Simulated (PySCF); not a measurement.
Ge(H)3(Me) (CH6Ge), SMILES [CH3][GeH3]. Atoms are numbered in the order given.

```xyz
8

Ge     0.0000     0.0000    -0.3912
C      0.0000     0.0000     1.5746
H      1.2509    -0.7222    -0.9271
H      0.0000     1.4444    -0.9271
H     -1.2509    -0.7222    -0.9271
H      0.0000    -1.0225     1.9508
H     -0.8855     0.5113     1.9508
H      0.8855     0.5113     1.9508
```
Charge 0, spin multiplicity 1.

The structure is a stationary point at B3LYP-D3(BJ)/def2-TZVP.

Computed with PySCF with TDA-PBE0/def2-SVPD.

Vertical excitations; the highest root listed may be one member of a degenerate set. The molecule is in vacuum. State labels are in the subgroup Cs.

| state | symmetry | energy (eV) | λ (nm) | f | main pairs |
|---|---|---|---|---|---|
| S1 | A' | 8.13 | 152 | 0.018 | HOMO→LUMO 99 % |
| S2 | A' | 8.38 | 148 | 0.059 | HOMO−2→LUMO (degenerate set) |
| S3 | A" | 8.38 | 148 | 0.059 | HOMO−1→LUMO (degenerate set) |
| S4 | A" | 8.76 | 141 | 0.080 | HOMO−1→LUMO+1 (degenerate set) |
| S5 | A' | 8.76 | 141 | 0.080 | HOMO−2→LUMO+1 (degenerate set) |
| S6 | A' | 8.78 | 141 | 0.433 | HOMO→LUMO+1 93 % |
| S7 | A' | 9.09 | 136 | 0.000 | HOMO→LUMO+3 (degenerate set) |
| S8 | A" | 9.09 | 136 | 0.000 | HOMO→LUMO+2 (degenerate set) |
| S9 | A" | 9.17 | 135 | 0.000 | HOMO−1→LUMO+3 50 %, HOMO−2→LUMO+2 50 % |
| S10 | A' | 9.69 | 128 | 0.078 | HOMO−2→LUMO+3 46 %, HOMO−1→LUMO+2 46 % |
| T1 | A' | 7.66 | 162 | 0 | HOMO→LUMO 65 %, HOMO→LUMO+1 31 % |
| T2 | A' | 7.79 | 159 | 0 | HOMO−2→LUMO (degenerate set) |
| T3 | A" | 7.79 | 159 | 0 | HOMO−1→LUMO (degenerate set) |
| T4 | A' | 7.94 | 156 | 0 | HOMO→LUMO+1 58 %, HOMO→LUMO 27 % |
Triplets are in the Tamm–Dancoff approximation.
